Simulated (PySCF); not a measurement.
A side-by-side comparison of computed properties.

First species: C6H10FPS.
SMILES: `CCC1=C(F)C[P@H](=S)C1`

Second species: C₂H₁₀O₃Si₃.
Cartesian coordinates in Å at the GFN2-xTB level; atoms count from 1:
```
atom  x, y, z in Å
C1    -2.732    0.476   -1.316
C2    -1.491   -0.071   -0.660
O3    -0.768   -0.864   -1.221
Si4   -1.072    0.524    1.125
O5     0.050   -0.452    1.733
Si6    1.347   -1.399    1.438
O7     2.373   -0.664    0.439
Si8    2.737    0.404   -0.726
H9    -3.597    0.124   -0.757
H10   -2.722    1.562   -1.260
H11   -2.810    0.152   -2.352
H12   -2.233    0.364    1.997
H13   -0.572    1.897    1.049
H14    0.894   -2.636    0.827
H15    2.008   -1.469    2.732
H16    4.048   -0.048   -1.187
H17    2.804    1.726   -0.095
H18    1.725    0.379   -1.777
```

Levels: PBE0/pcSseg-1 for HOMO energy, LUMO energy and HOMO–LUMO gap. Geometries: GFN2-xTB. Each structure is a single optimised conformer of the isolated species, non-relativistic unless stated; the electronic structure was computed with PySCF and density fitting.

The conformers computed, where there is a choice (atom-mapped SMILES and torsion angles):
- `[CH3:1][C:2](=[O:3])[SiH2:4][O:5][SiH2:6][O:7][SiH3:8]`: C1–C2–Si4–O5 166°, C2–Si4–O5–Si6 32°, Si4–O5–Si6–O7 44°, O5–Si6–O7–Si8 -25°

The conformers of `CCC1=C(F)C[P@H](=S)C1` aren't listed.

Values for the first species:

| Property | Result |
| --- | --- |
| HOMO energy | -6.78 eV |
| LUMO energy | -0.10 eV |
| HOMO–LUMO gap | 6.68 eV |

Question: Estimate the same properties for the second species, and the change in each.

Answer: 
```tsv
property	first	second	second less first
HOMO energy	-6.78 eV	-6.98 eV	-0.20 eV
LUMO energy	-0.10 eV	-1.22 eV	-1.12 eV
HOMO–LUMO gap	6.68 eV	5.76 eV	-0.92 eV
```

